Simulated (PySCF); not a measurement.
# How methods differ on the excitation energy of P(2+)

P(2+) [Ne] 3s2 3p1 (2P) → P(2+) [Ne] 3s2 3d1 (2D), as a difference of total energies. Computed with PySCF 2.14 in dyall-acv3z, with the spin-free X2C one-electron Hamiltonian (Gaussian nucleus). Correlated levels: valence: [Ne] frozen; valence and next inner shell: 1s2 frozen; virtual orbitals above 40 to 60 times the deepest correlated orbital energy dropped. The calculations carry no spin-orbit coupling.

```tsv
method	excitation energy (eV)
UHF	13.567
LDA	12.233
PBE	12.138
PBE0	12.544
r2SCAN	12.558
MN15	12.623
BP86	12.131
M06-2X	12.688
MP2 (valence)	13.018
SCS-MP2 (valence)	12.978
MP2 (valence and next inner shell)	12.989
SCS-MP2 (valence and next inner shell)	12.961
```

Task: How much does correlation contribute at MP2 (valence and next inner shell)?

Result: 12.989 − (13.567) = -0.578 eV, measured against UHF.

A first-order spin-orbit estimate (lowest level to lowest level, LS coupling) adds 0.040 eV.

The promoted electron is Rydberg-like, and one or two diffuse shells describe it only roughly, which tends to raise the upper state.
